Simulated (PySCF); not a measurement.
A GIAO shielding run with PySCF 2.14 (density fitting, non-relativistic, gas phase) on `C#CCN[Si@H](N)NC`, C₄H₁₁N₃Si:

```
$ OMP_NUM_THREADS=1 python probes_run.py task.json out

{"job": {"kind": "nmr", "xc": "PBE0", "basis": "pcSseg-1"}, "charge": 0, "multiplicity": 1}
C     -3.689106     0.552921     1.249154
C     -2.996921    -0.133927     0.554713
C     -2.085420    -0.972330    -0.206299
N     -0.734824    -0.951997     0.306794
Si     0.356092     0.285949    -0.177709
N      0.401109     0.185441    -1.900687
N      1.827943    -0.165602     0.602201
C      3.064828     0.511569     0.312795
H     -4.319088     1.160431     1.828224
H     -2.049733    -0.617155    -1.238054
H     -2.466503    -2.003462    -0.199143
H     -0.704438    -1.249339     1.270045
H     -0.065899     1.675939     0.067307
H      0.510430    -0.728987    -2.310780
H      0.968124     0.849303    -2.401145
H      1.786497    -0.452575     1.567624
H      3.915052    -0.137613     0.535064
H      3.085497     0.757566    -0.746696
H      3.186559     1.443120     0.879131
```

Hardware: 1 thread of an Arm Neoverse N1, shared host. The job also computes population analyses, field gradients.

Task: How large is the calculation?

Result: 70 electrons, 198 basis functions and 1035 auxiliary functions.

Task: How long does it take, and how much memory does it need?

Result: 63 s of wall time, with 14 SCF cycles and 5 response iterations; peak memory 0.87 GiB. Times on a shared host scatter by some tens of per cent.
